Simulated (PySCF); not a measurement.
Question: What does the PBE0-D3(BJ)/def2-SVP structure of `[NH2][W-](=[O])(=[O])=[O]` ([WO3(NH2)]-) look like in three dimensions? (Charge -1 and singlet state.)

Answer: 
Z-matrix in Å and degrees, rows numbered from 1:
```
W 
O   1  1.7511
O   1  1.7488  2  109.86
O   1  1.7498  2  109.58  3  -124.15
N   1  2.0080  2  110.51  3   117.55
H   5  1.0152  1  120.55  2   -76.02
H   5  1.0151  1  121.13  2    67.97
```

All 3 O–W bonds measure 1.749 to 1.751 Å. N5 (nitrogen bonded to W and 2 H) has angles 121.1°, 120.5° and 109.5°, sum 351.2°, 0.21 Å off the plane of its three neighbours. W1 (tungsten bonded to N and 3 O) is tetrahedral (angles from 106.8° to 112.6°).

Method used: PySCF, PBE0-D3(BJ)/def2-SVP geometry optimisation, gas phase, def2 core potentials past Kr.

Point group: near Cs, missed by 0.10 Å at most; the miss may be what the optimiser left on a soft mode. Not checked by PBE0-D3(BJ)/def2-SVP frequencies. The geometry's basis has no diffuse functions, a weakness for an anion.
